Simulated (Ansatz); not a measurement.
Geometry optimisation, RKS PBE-D4/def2-SVP (Ansatz).

input.yaml

```yaml
crystal:
  periodic: [false, false, false]
  atoms:
    - { symbol: Ga, position_ang: [0.0, 0.0, 0.0] }
    - { symbol: H, position_ang: [0.0, 0.0, 1.92] }
    - { symbol: H, position_ang: [1.3596, 0.0, -0.785] }
    - { symbol: H, position_ang: [-1.3596, 0.0, -0.785] }
    - { symbol: "N", position_ang: [0.0932, -2.1142, 0.7032] }
    - { symbol: H, position_ang: [-0.4251, -2.8722, 0.1737] }
    - { symbol: C, position_ang: [0.8735, -2.4567, 1.901] }
    - { symbol: H, position_ang: [1.0136, -3.5567, 1.95] }
    - { symbol: H, position_ang: [1.8649, -1.9598, 1.8519] }
    - { symbol: H, position_ang: [0.3321, -2.1124, 2.8068] }
    - { symbol: H, position_ang: [0.0454, -1.0306, 1.8459] }
basis:
  gaussian: { orbitals: def2-SVP }
hamiltonian:
  xc: pbe
  dispersion: d4
relax:
  f_tol: 0.15
  max_steps: 25
  restrain:
    - { distance: [0, 4], at: 3.13, k: 30.0 }
    - { distance: [10, 1], at: 1.86, k: 30.0 }
    - { distance: [0, 1], at: 1.57, k: 30.0 }
    - { distance: [10, 4], at: 1.06, k: 30.0 }
```

Command:

```bash
$ ansatz run input.yaml --threads 2 --pin off --max-ram 3072MiB --backend cpu --events-out ev --progress --plain --runs-dir out
```

Q: Where does it end, and by what steps?

A: The forces met the threshold. The restraints hold the end off the free minimum; the threshold counts their pulls, which the force column leaves out. Restrained pairs: Ga1–N5 (2.23 → 3.12 Å), H2–H11 (1.03 → 1.87 Å), Ga1–H2 (1.92 → 1.57 Å), N5–H11 (1.58 → 1.05 Å). After 9 steps the energy has fallen by 2.593 eV (the restraints' own energy left out); N5 moved furthest, 0.89 Å.

```
step  energy less start (eV)  largest force component (eV/Å)  accepted
   0                  0.0000                           3.280       yes
   1                  0.5802                           3.609       yes
   2                  0.4162                           4.729       yes
   3                 -0.3711                           3.852       yes
   4                 -1.3405                           3.277       yes
   5                 -2.0024                           2.944       yes
   6                 -2.3471                           1.604       yes
   7                 -2.5246                           0.801       yes
   8                 -2.5698                           0.628       yes
   9                 -2.5932                           0.743       yes
```

```xyz
11
Properties=species:S:1:pos:R:3
Ga 0.048 0.306 -0.092
H -0.387 0.436 1.415
H 1.569 0.368 -0.497
H -1.083 0.103 -1.176
N -0.329 -2.391 1.432
H -0.421 -2.615 0.433
C 0.992 -2.656 1.984
H 1.218 -3.739 1.909
H 1.841 -2.100 1.515
H 0.998 -2.408 3.068
H -0.649 -1.407 1.592
```

Time of the run: 8.2 s on 2 threads of AMD EPYC 9R45 96-Core Processor (Zen 5), on a shared host, peak memory 0.16 GiB.
